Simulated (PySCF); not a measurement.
# Hartree-Fock beside MP2: AlBClH3N cation

All numbers below are calculated, not measured. The program is PySCF 2.14.0, an open-source quantum chemistry code, run on an isolated molecule that a program drew, which may never have been made. The molecule is AlBClH3N cation (charge +1, singlet), drawn as the SMILES string `N[BH][Al+][Cl]`.

The geometry was optimised and harmonic frequencies were computed with HF and MP2, all in the cc-pV(D+d)Z basis, for the commonest isotopes, with a restricted reference for singlets and an unrestricted one otherwise, and a frozen core in MP2. Each result is a local minimum of its method.

Geometry at the HF minimum:
```xyz
7
AlBClH3N cation, angstrom
N    -0.4655   -1.1573    0.3506
B    -0.7929    0.1349    0.6268
Al   -0.4129    0.9987    2.6078
Cl   -0.1037    1.8906    4.4070
H    -0.0439   -1.8177    0.9718
H    -0.6451   -1.5408   -0.5610
H    -1.2945    0.8993   -0.1328
```

Lengths of the bonds as drawn, in Å (atoms numbered as above):
| bond | HF | MP2 |
|---|---|---|
| N1-B2 | 1.361 | 1.376 |
| B2-Al3 | 2.194 | 2.157 |
| Al3-Cl4 | 2.032 | 2.038 |
| N1-H5 | 1.000 | 1.016 |
| N1-H6 | 1.005 | 1.021 |
| B2-H7 | 1.189 | 1.198 |

Rotational constants, in GHz:
```
constant     HF    MP2
       A  40.07  40.46
       B  1.425  1.433
       C  1.376  1.384
```

Harmonic frequencies in cm^-1, each column in rising order, so a row needn't be the same motion in every method:
| rank | HF | MP2 |
|---|---|---|
| 1 | 87 | 81 |
| 2 | 117 | 109 |
| 3 | 270 | 265 |
| 4 | 411 | 414 |
| 5 | 520 | 497 |
| 6 | 682 | 682 |
| 7 | 746 | 728 |
| 8 | 931 | 870 |
| 9 | 940 | 906 |
| 10 | 1169 | ? |
| 11 | 1437 | 1385 |
| 12 | 1766 | 1636 |
| 13 | 2802 | 2730 |
| 14 | 3769 | 3573 |
| 15 | 3884 | 3696 |

**Estimate the missing MP2 frequency from the HF column.**

A single factor s that minimises the squared misfit of MP2 against s times HF over the other rows is sum(HF x MP2) / sum(HF^2) = 0.9542, with an rms misfit of 25 cm^-1. For rank 10 it gives 0.9542 x 1169 = 1115 cm^-1. The calculation gives 1100 cm^-1, 15 cm^-1 below the estimate. The drawn bonds are on average 0.6 % longer in MP2 than in HF.
